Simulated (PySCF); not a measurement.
# `[C@@H]1(Cl)C[C@@H](C)[GeH2][CH2]1`, C₅H₁₁ClGe

Molfile (atoms numbered from 1):
```
C5H11ClGe
     RDKit          3D

 18 18  0  0  0  0  0  0  0  0999 V2000
    2.1561   -0.5865   -0.3681 C   0  0  0  0  0  0  0  0  0  0  0  0
    0.7438   -0.4568    0.1838 C   0  0  2  0  0  0  0  0  0  0  0  0
   -0.2959   -1.0615   -0.7690 C   0  0  0  0  0  0  0  0  0  0  0  0
   -1.6444   -0.3872   -0.5660 C   0  0  1  0  0  0  0  0  0  0  0  0
   -2.1555   -0.6656    1.1189 Cl  0  0  0  0  0  0  0  0  0  0  0  0
   -1.4857    1.1119   -0.7287 C   0  0  0  0  0  0  0  0  0  0  0  0
    0.1027    1.4257    0.4160 Ge  0  0  0  0  0  4  0  0  0  0  0  0
    2.8801   -0.1924    0.3423 H   0  0  0  0  0  0  0  0  0  0  0  0
    2.2558   -0.0314   -1.3000 H   0  0  0  0  0  0  0  0  0  0  0  0
    2.3993   -1.6304   -0.5643 H   0  0  0  0  0  0  0  0  0  0  0  0
    0.6943   -0.9820    1.1399 H   0  0  0  0  0  0  0  0  0  0  0  0
   -0.3799   -2.1410   -0.6290 H   0  0  0  0  0  0  0  0  0  0  0  0
    0.0081   -0.8786   -1.8037 H   0  0  0  0  0  0  0  0  0  0  0  0
   -2.4174   -0.8168   -1.2081 H   0  0  0  0  0  0  0  0  0  0  0  0
   -1.2877    1.3478   -1.7755 H   0  0  0  0  0  0  0  0  0  0  0  0
   -2.3892    1.6394   -0.4318 H   0  0  0  0  0  0  0  0  0  0  0  0
    1.0358    2.4660   -0.1508 H   0  0  0  0  0  0  0  0  0  0  0  0
   -0.2291    1.8457    1.8177 H   0  0  0  0  0  0  0  0  0  0  0  0
  1  2  1  0
  2  3  1  0
  3  4  1  0
  4  5  1  0
  4  6  1  0
  6  7  1  0
  7  2  1  0
  1  8  1  0
  1  9  1  0
  1 10  1  0
  2 11  1  1
  3 12  1  0
  3 13  1  0
  4 14  1  6
  6 15  1  0
  6 16  1  0
  7 17  1  0
  7 18  1  0
M  END
```

Method used: TDDFT wB97X-D/def2-SVPD circular dichroism and optical rotation, one conformer, gas phase (PySCF 2.14.0). Geometry: GFN2-xTB.

The calculation is non-relativistic, which matters for the atoms heavier than Zn.

Task: Draw the ECD and absorption spectra from the lowest 16 states, each a Gaussian of half-width 0.2 eV at 1/e height.

Result: 
| E (eV) | λ (nm) | Δε (L mol⁻¹ cm⁻¹) | ε (L mol⁻¹ cm⁻¹) |
| --- | --- | --- | --- |
| 6.97 | 178 | -0.01 | 3.5 |
| 7.12 | 174 | -0.17 | 86.7 |
| 7.27 | 171 | -1.52 | 734 |
| 7.42 | 167 | -4.41 | 2400 |
| 7.57 | 164 | -2.53 | 4000 |
| 7.72 | 161 | +5.78 | 3900 |
| 7.87 | 158 | +28.17 | 2600 |
| 8.02 | 155 | +70.67 | 4200 |
| 8.17 | 152 | +42.05 | 8930 |
| 8.32 | 149 | -14.44 | 16200 |
| 8.47 | 146 | +41.34 | 23900 |
| 8.62 | 144 | +66.41 | 24300 |
| 8.77 | 141 | +32.21 | 19400 |

Δε uses R in velocity form, ε uses f in length form. Only the states computed contribute, so the short-wavelength end is incomplete.
